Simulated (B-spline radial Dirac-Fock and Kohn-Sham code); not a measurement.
Dipole and non-dipole photoemission parameters of S 2p1/2

System: the free sulfur atom in the configuration [Ne] 3s2 3p4; threshold 163.6 eV (tabulated edge). Calculated with a B-spline atomic structure program, using Dirac-Hartree-Slater photoionisation with a Latter tail; cross sections with all multipoles, angular parameters from the dipole term and its interference with E2.

For linearly polarised light dσ/dΩ = σ/(4π) [1 + β P₂(cos θ) + (δ + γ cos²θ) sin θ cos φ], with θ from the polarisation vector and φ the angle between the beam and the projection of the electron momentum on the plane normal to the polarisation.

```tsv
hν (eV)	σ (kb)	β	γ	δ
172	1580	0.483	-0.029	0.006
176	1460	0.529	-0.037	0.007
230	982	1.182	-0.017	0.011
239	?	?	?	?
302	581	1.405	0.043	0.013
328	484	1.436	0.064	0.014
600	106	1.454	0.254	0.021
704	68.7	1.421	0.310	0.024
800	48.1	1.388	0.354	0.027
903	34.0	1.351	0.397	0.031
1000	25.3	1.316	0.432	0.034
1253.6	12.9	1.229	0.510	0.044
1320	11.0	1.207	0.528	0.046
1486.9	7.63	1.156	0.569	0.052
2080	2.62	1.002	0.678	0.075
3220	0.613	0.796	0.809	0.117
3270	0.581	0.789	0.814	0.119
4400	0.208	0.656	0.894	0.157
5550	0.0914	0.560	0.954	0.192
15000	0.00230	0.252	1.260	0.401
```

Problem. Give the values at 239 eV.

Solution. σ = 917 kb, β = 1.231, γ = -0.009, δ = 0.011.
